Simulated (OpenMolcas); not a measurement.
Tm2+ in NaCl

Tm2+ with its 6 nearest chloride ions at 2.801 Å, on the Na site of NaCl (a = 5.64056 Å, distance in the model lattice 2.820 Å). The rest of the host is ab initio model potentials to 7.6 Å, with orthogonalisation functions on the cations behind the ligands, and point charges beyond; the distance is set by hand and nothing relaxes, and no local charge compensation is placed. Ligand basis ANO-RCC-VDZP.

```
Program             : OpenMolcas
Method              : CASSCF
Basis               : ANO-RCC-VDZP [7s6p4d2f1g]
Scalar Hamiltonian  : DKH2, point nucleus
Active space        : 13 electrons in 7 orbitals (4f)
State averaging     : 2S+1 = 2 odd, 7 roots
Spin-orbit coupling : state interaction with AMFI integrals over the reference wave functions
```

The lowest spin-free states (labels of O, the rotations of Oh), above the lowest:

```tsv
State	Degeneracy	E (cm-1)
2T1	3	0.0
2T2	3	111.1
2A2	1	155.5
```

The lowest levels with spin-orbit coupling:

| E (cm-1) | Degeneracy | Label | 2S+1 | g |
| --- | --- | --- | --- | --- |
| 0.0 | 2 | Γ6 | 2 | 2.66 2.66 2.66 |
| 69.2 | 4 | Γ8 | 2 |  |
| 135.9 | 2 | Γ7 | 2 | 3.42 3.42 3.42 |
| 8851 | 4 | Γ8 | 2 |  |
| 8940 | 2 | Γ7 | 2 | 1.42 1.42 1.42 |

Powder χT (cm3 K/mol): 0.74 at 2 K, 1.05 at 10 K, 2.13 at 50 K, 2.44 at 100 K, 2.54 at 200 K, 2.56 at 300 K. The effective moment at 300 K is 2.828 √(χT) = 4.52 μB.

Hund's rules give f13 the level 2F7/2 with g = 1.143, so an isolated free-ion multiplet has χT = g² J(J+1) / 8 = 2.571 cm3 K/mol. The computed 2.555 at 300 K differs by -1 %, through the field's splitting, the mixing of terms and any other multiplet in reach.

Stevens parameters of the J = 7/2 multiplet, which is 136 cm-1 wide (cm-1, z along the main axis): B40 = -6.850e-02, B44 = -3.425e-01, B60 = 4.379e-04, B64 = -9.195e-03.

Metal share of the active 4f orbitals (Löwdin): 100, 100, 100, 100, 100, 100, 100 %; Mulliken charge of the metal 1.50.

Without dynamic correlation the ligand-field splitting of an f shell can come out too small, at times by half. No measured value stands beside these numbers; the geometry was set by hand and not optimised.
